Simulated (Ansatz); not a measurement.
Correlation energies of C2H7BrSi, SMILES `C[SiH](C)Br` by basis set

Cartesian coordinates in Å:
```
C 0.723 -0.702 1.232
Si -0.112 -0.509 -0.419
C -0.429 1.270 -0.858
Br -2.078 -1.576 -0.342
H 0.123 -0.248 2.024
H 1.701 -0.213 1.218
H 0.869 -1.756 1.474
H 0.674 -1.181 -1.485
H -1.045 1.753 -0.097
H 0.518 1.813 -0.931
H -0.944 1.349 -1.817
```

Total charge 0; spin multiplicity 1. Correlated methods include outer-core shells of Br, which these sets cover unevenly. Scalar relativity is left out up to krypton. All single points use the PBE0-D4/def2-TZVP geometry. Frozen core, restricted reference, Ansatz 0.2.0.

| basis | HF (Eh) | MP2 corr. |
| --- | --- | --- |
| def2-SVP | -2940.77161 | -0.62136 |
| def2-TZVPP | -2941.28085 | -0.75845 |
| def2-QZVPP | -2941.34312 | -1.10893 |

Question: Estimate the CCSD correlation energy and the (T) correction in each basis where they were run (hartree).

Answer: 
```json
{"basis": "def2-SVP", "CCSD corr.": "-0.66813", "(T)": "-0.01692"}
{"basis": "def2-TZVPP", "CCSD corr.": "-0.80340", "(T)": "-0.02915"}
```
